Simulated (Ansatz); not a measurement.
GeH6OSi (`[OH][GeH2][SiH3]`) at its PBE0-D4/def2-TZVP geometry, where that method's forces vanish. Charge 0, multiplicity 1.

```xyz
9

O     1.0747    1.5861   -0.9381
Ge    0.4353   -0.0871   -0.9333
Si   -0.5805   -0.5646    1.1759
H     0.3792    2.2437   -0.8684
H    -0.5759   -0.2473   -2.0919
H     1.6763   -0.9486   -1.2090
H    -1.1609   -1.9345    1.1682
H    -1.6710    0.4157    1.4295
H     0.4227   -0.4634    2.2672
```

Question: What forces (eV/Å) does r2SCAN-D4/def2-TZVPP give on these atoms in Ansatz 0.2.0? (Estimate.)

Answer: Computed: 
```
O1   0.101  0.045 -0.016
Ge2 -0.061 -0.109  0.004
Si3  0.005 -0.002 -0.012
H4  -0.048  0.011  0.008
H5   0.037  0.001  0.023
H6  -0.041  0.050  0.001
H7   0.008  0.028  0.010
H8   0.022 -0.021  0.000
H9  -0.024 -0.003 -0.018
```
